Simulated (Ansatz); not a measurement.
A nudged elastic band was laid between two geometries of CH6OSi2 (10 atoms, charge 0, multiplicity 1).

The calculation used Ansatz 0.2.0, RKS PBE/cc-pVDZ.

```json
{"movable images": "7", "climbing image": "yes", "spring": "5.0 eV/Å²", "optimiser": "quadratic models (default)", "start path": "through a guess of the saddle point", "force threshold": "0.05 eV/Å", "iteration limit": "60", "end points": "relaxed"}
```

First end point:

```xyz
10
Properties=species:S:1:pos:R:3
O 1.604 -0.722 -1.086
C 0.653 -0.295 -0.440
Si -0.073 1.506 -0.815
Si -0.157 -1.405 0.983
H -1.533 1.378 -1.185
H 0.011 2.339 0.443
H 0.707 2.146 -1.932
H 0.557 -2.728 1.064
H -0.061 -0.663 2.296
H -1.623 -1.606 0.675
```

Last end point:

```xyz
10
Properties=species:S:1:pos:R:3
O 0.791 -0.979 -1.636
C 0.324 -0.399 -0.661
Si 0.129 1.569 -0.679
Si -0.233 -1.429 0.932
H -1.326 1.918 -0.465
H 0.914 2.150 0.475
H 0.622 2.118 -1.991
H 0.557 -0.947 2.127
H -1.694 -1.156 1.207
H 0.000 -2.897 0.695
```

(1) What changes between the two ends?

(2) Give the energies along the band, and the barrier.

The band took 6 iterations and roughly 2.6 core-minutes.

Answers

(1) No bond is made or broken. The dihedral Si3–C2–Si4–H10 goes from 58 to 179°. The two ends are copies of one structure, up to a mirror image or an exchange of like atoms.

(2) The forces met the threshold. The highest image is number 0 of 0 to 8, 0.0 kcal/mol above the ends, which have the same energy within 2 meV. The highest image is an end point: on this band no image between the ends rises above it. Inner images lie up to 0.015 eV below the lower end, so the ends aren't the lowest states on this path.

| image | path coordinate (Å) | energy (kcal/mol) | dihedral Si3–C2–Si4–H10 (°) |
| --- | --- | --- | --- |
| 0 | 0.00 | 0.0 | 58 |
| 1 | 0.51 | 0.0 | 72 |
| 2 | 1.05 | -0.2 | 88 |
| 3 | 1.59 | -0.3 | 104 |
| 4 | 2.13 | -0.3 | 120 |
| 5 | 2.67 | -0.3 | 136 |
| 6 | 3.21 | -0.2 | 151 |
| 7 | 3.75 | -0.1 | 166 |
| 8 | 4.29 | 0.0 | 179 |

The run took 81 s on 2 threads of Arm Neoverse V1, with other jobs on the host, peak memory 0.14 GiB.
